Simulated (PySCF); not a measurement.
**`C[C@H]1CC[C@@H]1CBr`, C6H11Br**

Geometry (Å), atoms numbered from 1 in this order:
```xyz
18

C    -1.550   -1.409    0.072
C    -0.629   -0.322   -0.450
C    -1.084    1.136   -0.252
C     0.298    1.483    0.321
C     0.633   -0.016    0.391
C     1.945   -0.450   -0.215
Br    3.453    0.216    0.841
H    -1.799   -1.231    1.116
H    -2.473   -1.425   -0.503
H    -1.077   -2.386   -0.009
H    -0.370   -0.528   -1.491
H    -1.376    1.671   -1.153
H    -1.880    1.223    0.484
H     0.929    2.021   -0.385
H     0.304    2.015    1.270
H     0.547   -0.409    1.407
H     2.079   -0.047   -1.219
H     2.043   -1.536   -0.236
```

Method used: TDDFT B3LYP/def2-SVPD circular dichroism and optical rotation, one conformer, gas phase (PySCF). Geometry: GFN2-xTB.

The molecule is flexible and this is one conformer; a measurement averages over conformers. The calculation is non-relativistic, which matters for the atoms heavier than Zn. States above about 7.5 eV (minus the energy of the highest occupied orbital) lie near or above the ionisation threshold and depend on the basis.

Stereocentres: C2 S, C5 S.

Question: Give the optical rotatory dispersion at 633, 589.3, 546, 436, 405, 365, 355 nm.

Answer: [α] in deg dm⁻¹ (g/mL)⁻¹:
```csv
λ (nm),origin-invariant length gauge,modified velocity gauge,length gauge (centre of mass),isotropic polarisability (au)
633,+112.1,+116.2,+111.6,95.3
589.3,+131.0,+135.8,+130.4,95.7
546,+155.0,+160.7,+154.3,96.1
436,+259.3,+268.8,+258.1,98.0
405,+309.3,+320.7,+307.9,98.8
365,+400.3,+415.3,+398.6,100.3
355,+429.9,+445.9,+428.1,100.8
```

Question: And for the mirror image at 589.3 nm?

Answer: -131.0 deg dm⁻¹ (g/mL)⁻¹ (origin-invariant length gauge): the same size and the opposite sign.

Question: What is the molar rotation [Φ] = [α]·M/100 of the geometry above at 589.3 nm?

Answer: With M = 163.06 g/mol, +213.6 deg cm² dmol⁻¹ (origin-invariant length gauge).

The first excitation lies at 5.98 eV (207 nm) with R = +1.2 × 10⁻⁴⁰ esu² cm² (velocity form).
